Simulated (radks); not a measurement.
The nuclear charge of neutral bromine is varied continuously with 35 electrons held in [Ar] 3d10 4s2 4p5. Method: non-relativistic Kohn-Sham, SCAN, spin-polarised, spherical densities, point nucleus; open shells are filled with parallel spins first; meta-GGA in the generalised Kohn-Sham scheme; computed with a radial shooting solver on a logarithmic mesh with Libxc functionals. By the Hellmann-Feynman theorem dE/dZ = E(electron-nucleus)/Z, the electronic potential at the nucleus.

| Z | E (hartree) | E(electron-nucleus)/Z (hartree) | HOMO | e(HOMO) (eV) | <r> HOMO (bohr) |
|---|---|---|---|---|---|
| 34.75 | -2530.61060 | -174.211 | 4p | -5.198 | 2.208 |
| 35 | -2574.37001 | -175.860 | 4p | -7.682 | 2.113 |
| 35.25 | -2618.54025 | -177.505 | 4p | -10.352 | 2.031 |
| 35.5 | -2663.12199 | -179.148 | 4p | -13.195 | 1.959 |
| 35.75 | -2708.11373 | -180.788 | 4p | -16.204 | 1.894 |
| 36 | -2753.51566 | -182.426 | 4p | -19.370 | 1.836 |

The central difference of E at Z = 35 is -175.859 hartree, to compare with the third column; the second derivative is -6.57 hartree.
